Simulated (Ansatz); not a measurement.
Reaction (substitution at a C–Si bond): `CC(C)(O)[SiH3]` + H–F → `CC(C)(O)F` + SiH₄

Isolated molecules relaxed with PBE0-D4/def2-TZVP in Ansatz; ΔE leaves out vibrations. CCSD(T)/CBS is the MP2 limit (def2-TZVPP, def2-QZVPP) plus CCSD(T) − MP2 in def2-TZVPP, frozen cores. This one scheme is used for every species. DFT in def2-TZVPP. B3LYP here is the variant with VWN-RPA as its local correlation; programs differ in this. HSE06 is defined as in plane-wave codes. Each species was taken in one conformer, which may not be the lowest.

```json
{"level": "LDA (SPW92)", "ΔE (kJ/mol)": "-14.5", "difference from CCSD(T)/CBS": "-15.8"}
{"level": "PBE-D4", "ΔE (kJ/mol)": "-7.2", "difference from CCSD(T)/CBS": "-8.5"}
{"level": "revPBE-D4", "ΔE (kJ/mol)": "-0.4", "difference from CCSD(T)/CBS": "-1.7"}
{"level": "BLYP-D4", "ΔE (kJ/mol)": "-10.2", "difference from CCSD(T)/CBS": "-11.5"}
{"level": "r2SCAN-D4", "ΔE (kJ/mol)": "-17.9", "difference from CCSD(T)/CBS": "-19.2"}
{"level": "B97M-V", "ΔE (kJ/mol)": "-22.7", "difference from CCSD(T)/CBS": "-24.0"}
{"level": "PBE0-D4", "ΔE (kJ/mol)": "-7.0", "difference from CCSD(T)/CBS": "-8.3"}
{"level": "B3LYP-D4", "ΔE (kJ/mol)": "-11.5", "difference from CCSD(T)/CBS": "-12.8"}
{"level": "r2SCANh-D4", "ΔE (kJ/mol)": "-16.4", "difference from CCSD(T)/CBS": "-17.7"}
{"level": "r2SCAN0-D4", "ΔE (kJ/mol)": "-14.4", "difference from CCSD(T)/CBS": "-15.7"}
{"level": "HSE06-D4", "ΔE (kJ/mol)": "-7.0", "difference from CCSD(T)/CBS": "-8.3"}
{"level": "CAM-B3LYP-D4", "ΔE (kJ/mol)": "-19.8", "difference from CCSD(T)/CBS": "-21.1"}
{"level": "ωB97X-V", "ΔE (kJ/mol)": "-17.6", "difference from CCSD(T)/CBS": "-18.9"}
{"level": "ωB97M-V", "ΔE (kJ/mol)": "-12.5", "difference from CCSD(T)/CBS": "-13.8"}
{"level": "B2PLYP", "ΔE (kJ/mol)": "-15.4", "difference from CCSD(T)/CBS": "-16.7"}
{"level": "PBE", "ΔE (kJ/mol)": "-15.7", "difference from CCSD(T)/CBS": "-17.0"}
{"level": "revPBE", "ΔE (kJ/mol)": "-17.5", "difference from CCSD(T)/CBS": "-18.8"}
{"level": "r2SCAN", "ΔE (kJ/mol)": "-20.2", "difference from CCSD(T)/CBS": "-21.5"}
{"level": "PBE0", "ΔE (kJ/mol)": "-14.5", "difference from CCSD(T)/CBS": "-15.8"}
{"level": "r2SCANh", "ΔE (kJ/mol)": "-18.9", "difference from CCSD(T)/CBS": "-20.2"}
{"level": "r2SCAN0", "ΔE (kJ/mol)": "-17.2", "difference from CCSD(T)/CBS": "-18.5"}
{"level": "HSE06", "ΔE (kJ/mol)": "-14.2", "difference from CCSD(T)/CBS": "-15.5"}
{"level": "BHLYP", "ΔE (kJ/mol)": "-27.2", "difference from CCSD(T)/CBS": "-28.5"}
{"level": "CAM-B3LYP", "ΔE (kJ/mol)": "-27.7", "difference from CCSD(T)/CBS": "-29.0"}
{"level": "LC-ωPBE", "ΔE (kJ/mol)": "-16.9", "difference from CCSD(T)/CBS": "-18.2"}
{"level": "RPA@PBE/def2-TZVPP", "ΔE (kJ/mol)": "-10.2", "difference from CCSD(T)/CBS": "-11.5"}
{"level": "HF/def2-SVP", "ΔE (kJ/mol)": "-54.5", "difference from CCSD(T)/CBS": "-55.8"}
{"level": "MP2/def2-SVP", "ΔE (kJ/mol)": "-22.1", "difference from CCSD(T)/CBS": "-23.4"}
{"level": "CCSD/def2-SVP", "ΔE (kJ/mol)": "-33.1", "difference from CCSD(T)/CBS": "-34.4"}
{"level": "CCSD(T)/def2-SVP", "ΔE (kJ/mol)": "-31.7", "difference from CCSD(T)/CBS": "-33.0"}
{"level": "HF/def2-TZVPP", "ΔE (kJ/mol)": "-39.8", "difference from CCSD(T)/CBS": "-41.1"}
{"level": "MP2/def2-TZVPP", "ΔE (kJ/mol)": "6.4", "difference from CCSD(T)/CBS": "5.1"}
{"level": "SCS-MP2/def2-TZVPP", "ΔE (kJ/mol)": "-4.0", "difference from CCSD(T)/CBS": "-5.3"}
{"level": "CCSD/def2-TZVPP", "ΔE (kJ/mol)": "-8.6", "difference from CCSD(T)/CBS": "-9.9"}
{"level": "CCSD(T)/def2-TZVPP", "ΔE (kJ/mol)": "-5.3", "difference from CCSD(T)/CBS": "-6.6"}
{"level": "HF/def2-QZVPP", "ΔE (kJ/mol)": "-39.0", "difference from CCSD(T)/CBS": "-40.3"}
{"level": "MP2/def2-QZVPP", "ΔE (kJ/mol)": "10.5", "difference from CCSD(T)/CBS": "9.2"}
{"level": "HF/CBS(def2)", "ΔE (kJ/mol)": "-38.9", "difference from CCSD(T)/CBS": "-40.2"}
{"level": "MP2/CBS(def2)", "ΔE (kJ/mol)": "13.0", "difference from CCSD(T)/CBS": "11.7"}
{"level": "CCSD/CBS(def2)", "ΔE (kJ/mol)": "-2.0", "difference from CCSD(T)/CBS": "-3.3"}
{"level": "CCSD(T)/CBS", "ΔE (kJ/mol)": "1.3", "difference from CCSD(T)/CBS": "0"}
```

Largest T1 diagnostic among the species: 0.011.

Leaving LDA and LC-ωPBE aside and taking each functional with its dispersion term where it has one, the values spread over 22.3 kJ/mol, from B97M-V to revPBE-D4. At CCSD(T), def2-SVP lies −33.0 kJ/mol from the extrapolated value and def2-TZVPP −6.6 kJ/mol. In def2-TZVPP, CCSD(T) changes the Hartree–Fock value by +34.5 kJ/mol (the triples alone add +3.3 kJ/mol) and MP2 by +46.2 kJ/mol.

CCSD(T)/CBS has its own doubt, a few kJ/mol and more with outer-core shells, so smaller differences from it don't rank the levels.
